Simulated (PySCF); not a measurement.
Run record: geometry optimisation, `Brc1occp1`.

Method: PBE0-D3(BJ)/def2-SVP geometry optimisation, gas phase (PySCF 2.14.0). Start geometry: GFN2-xTB. The input is one job of a driver script: a line of settings, then coordinates in Å.

Input:
```
{"job": {"xc": "PBE0", "basis": "def2-SVP", "d3": "d3bj", "grid": 1, "maxiter": 30, "shake": 0.01, "kind": "geom"}, "charge": 0, "multiplicity": 1}
Br     3.112280     0.013500     0.500530
C      1.238610     0.198040     0.190890
O      0.554700    -0.957830     0.177490
C     -0.690950    -0.736440    -0.038050
C     -1.080060     0.552230    -0.209530
P      0.318940     1.637130    -0.073590
H     -1.332150    -1.620500    -0.056530
H     -2.066240     0.894720    -0.388200
```

Output:
```
step   0  E = -3105.02144084  max force = 0.069014
step   1  E = -3105.02429279  max force = 0.022080
step   2  E = -3105.02691327  max force = 0.007574
step   3  E = -3105.02684008  max force = 0.008523
step   4  E = -3105.02732651  max force = 0.003445
step   5  E = -3105.02732311  max force = 0.003322
step   6  E = -3105.02736817  max force = 0.000744
step   7  E = -3105.02737118  max force = 0.000356
optimisation converged
```

Energies in Eh; «max force» is the largest Cartesian gradient component in Eh/bohr.

**Question.** Give the first gradient maximum in eV/Å.

**Answer.** With 1 Eh/bohr = 51.422 eV/Å, 3.549 eV/Å.

Summary of the converged run: final energy -3105.02737 Eh after 7 steps; dipole 1.77 D.

Time: 42 s of wall time; peak memory 0.50 GiB. Hardware: one thread of an Intel Xeon Platinum 8488C, no GPU, shared host with 192 logical CPUs at a one-minute load of 30.
Labels such as C1 count atoms from 1, the log's own numbers from 0.
